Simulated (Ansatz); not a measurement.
Ansatz (a first-principles code) job for C2H5Cl2Si, SMILES [CH2][Si](C)(Cl)Cl, multiplicity 2, PBE0-D3(BJ)/def2-SVP. 

Ansatz 0.2 input:
```yaml
crystal:
  periodic: [false, false, false]
  atoms:
    - {symbol: C, position_ang: [-1.26311402, -1.51287283, -0.66331754]}
    - {symbol: Si, position_ang: [0.05014274, -0.34880011, -0.10474916]}
    - {symbol: C, position_ang: [1.76604098, -1.08518489, -0.10156725]}
    - {symbol: Cl, position_ang: [-0.42020364, 0.31248979, 1.82043272]}
    - {symbol: Cl, position_ang: [0.02549733, 1.33130262, -1.34711351]}
    - {symbol: H, position_ang: [-1.04222387, -2.54399566, -0.98831096]}
    - {symbol: H, position_ang: [-2.32529737, -1.21832772, -0.69905272]}
    - {symbol: H, position_ang: [1.80634744, -1.96024857, 0.57810461]}
    - {symbol: H, position_ang: [2.50742578, -0.33782469, 0.24237856]}
    - {symbol: H, position_ang: [2.04419524, -1.41252626, -1.12374925]}
basis:
  gaussian:
    orbitals: def2-SVP
hamiltonian:
  xc: pbe0
  dispersion: d3bj
magnetization: {spin_polarized: true, initial_magnetization: 1}
relax: {f_tol: 0.002, max_steps: 200}
```

Log of the run:

```
WARN ansatz: RAYON_NUM_THREADS=1 ignored (pool sized by the plan → 1); use --threads N
Functional definition: PBE0
integrals: 0.06 GiB planned
1120 factors; integrals over basis functions are off by at most 3.5e-4 eV
mean field: 0.86 GiB planned
mean field evaluation 1: about -35048.1802 eV, gradient 3.4e1 eV
mean field evaluation 2: about -35047.0096 eV, gradient 3.6e1 eV
mean field evaluation 4: about -35054.3091 eV, gradient 1.5e0 eV
mean field evaluation 8: about -35054.3300 eV, gradient 2.3e-2 eV
mean field evaluation 16: about -35054.3300 eV, gradient 6.1e-5 eV
mean field -35054.33003833 eV, -1288.2228682303 hartree, gradient 6.1e-5 eV, S^2 0.754049; 0 other end points of the search recorded, 0 dependent functions left out
the calculation of the forces begins
reference -35054.33006500 eV, -1288.2228692104 hartree; 33, 32 occupied and 74, 75 virtual orbitals, 1120 factors
relax step   1: F+E_penalty+E_count = -35054.58824580 eV  Δ(F+E_penalty+E_count) = +0.000e0 eV  max|allowed force component| = 2.936e-1 eV/Å  Δτ_max = 0.0000 Å  (28 SCF iters, accepted)
these checks for a lower state are left out or cut short: starts, cluster_reference, orbital_swaps, neighbouring_geometries, increment
integrals: 0.06 GiB planned
1120 factors; integrals over basis functions are off by at most 3.4e-4 eV
mean field: 0.87 GiB planned
mean field -35054.34087930 eV, -1288.2232666287 hartree, gradient 6.2e-5 eV, S^2 0.753984; 0 other end points of the search recorded, 0 dependent functions left out
the calculation of the forces begins
reference -35054.34090587 eV, -1288.2232676050 hartree; 33, 32 occupied and 74, 75 virtual orbitals, 1120 factors
relax step   2: F+E_penalty+E_count = -35054.60053655 eV  Δ(F+E_penalty+E_count) = -1.229e-2 eV  max|allowed force component| = 6.362e-2 eV/Å  Δτ_max = 0.0188 Å  (29 SCF iters, accepted)
these checks for a lower state are left out or cut short: starts, cluster_reference, orbital_swaps, neighbouring_geometries, increment
integrals: 0.06 GiB planned
1120 factors; integrals over basis functions are off by at most 3.4e-4 eV
mean field: 0.87 GiB planned
mean field -35054.34121560 eV, -1288.2232789876 hartree, gradient 2.5e-5 eV, S^2 0.753963; 0 other end points of the search recorded, 0 dependent functions left out
the calculation of the forces begins
reference -35054.34124214 eV, -1288.2232799626 hartree; 33, 32 occupied and 74, 75 virtual orbitals, 1120 factors
relax step   3: F+E_penalty+E_count = -35054.60119709 eV  Δ(F+E_penalty+E_count) = -6.605e-4 eV  max|allowed force component| = 3.786e-2 eV/Å  Δτ_max = 0.0077 Å  (26 SCF iters, accepted)
these checks for a lower state are left out or cut short: starts, cluster_reference, orbital_swaps, neighbouring_geometries, increment
integrals: 0.06 GiB planned
1120 factors; integrals over basis functions are off by at most 3.4e-4 eV
mean field: 0.87 GiB planned
mean field evaluation 32: about -35054.3413 eV, gradient 1.3e-5 eV
mean field -35054.34126997 eV, -1288.2232809857 hartree, gradient 1.3e-5 eV, S^2 0.753963; 0 other end points of the search recorded, 0 dependent functions left out
the calculation of the forces begins
reference -35054.34129651 eV, -1288.2232819607 hartree; 33, 32 occupied and 74, 75 virtual orbitals, 1120 factors
relax step   4: F+E_penalty+E_count = -35054.60124633 eV  Δ(F+E_penalty+E_count) = -4.924e-5 eV  max|allowed force component| = 1.115e-2 eV/Å  Δτ_max = 0.0029 Å  (26 SCF iters, accepted)
these checks for a lower state are left out or cut short: starts, cluster_reference, orbital_swaps, neighbouring_geometries, increment
integrals: 0.06 GiB planned
1120 factors; integrals over basis functions are off by at most 3.4e-4 eV
mean field: 0.87 GiB planned
mean field -35054.34129033 eV, -1288.2232817337 hartree, gradient 4.2e-5 eV, S^2 0.753963; 0 other end points of the search recorded, 0 dependent functions left out
the calculation of the forces begins
reference -35054.34131686 eV, -1288.2232827088 hartree; 33, 32 occupied and 74, 75 virtual orbitals, 1120 factors
relax step   5: F+E_penalty+E_count = -35054.60125865 eV  Δ(F+E_penalty+E_count) = -1.232e-5 eV  max|allowed force component| = 1.108e-3 eV/Å  Δτ_max = 0.0016 Å  (23 SCF iters, accepted)
integrals: 0.06 GiB planned
1120 factors; integrals over basis functions are off by at most 3.4e-4 eV
mean field: 0.87 GiB planned
mean field -35054.34129033 eV, -1288.2232817337 hartree, gradient 4.2e-5 eV, S^2 0.753963; 1 other end points of the search recorded, 0 dependent functions left out
the calculation of the forces begins
reference -35054.34131686 eV, -1288.2232827088 hartree; 33, 32 occupied and 74, 75 virtual orbitals, 1120 factors
Total energy: -35054.60128518 eV, -1288.2328363683 hartree
Atom 0 at    -1.254651    -1.510971    -0.661917 Å, force     0.000952    -0.000711     0.000023 eV/Å
Atom 1 at     0.052182    -0.350025    -0.105297 Å, force     0.000059     0.000025     0.000937 eV/Å
Atom 2 at     1.755724    -1.083527    -0.102538 Å, force    -0.001108    -0.000133    -0.000395 eV/Å
Atom 3 at    -0.411722     0.308108     1.804685 Å, force     0.000183    -0.000159    -0.000416 eV/Å
Atom 4 at     0.030687     1.318607    -1.335261 Å, force     0.000185    -0.000022    -0.000153 eV/Å
Atom 5 at    -1.034158    -2.534390    -0.984227 Å, force    -0.000152     0.000510     0.000033 eV/Å
Atom 6 at    -2.309890    -1.220940    -0.696671 Å, force    -0.000910     0.000044    -0.000235 eV/Å
Atom 7 at     1.795918    -1.952247     0.572412 Å, force    -0.000038    -0.000119     0.000053 eV/Å
Atom 8 at     2.492207    -0.341757     0.239024 Å, force     0.000840     0.000678     0.000271 eV/Å
Atom 9 at     2.032514    -1.408845    -1.117154 Å, force    -0.000012    -0.000112    -0.000119 eV/Å
Dipole moment:     0.110581    -0.478448    -0.138891 e Å
```

The calculation finished and met its thresholds.

Cost: roughly 50 core-seconds.
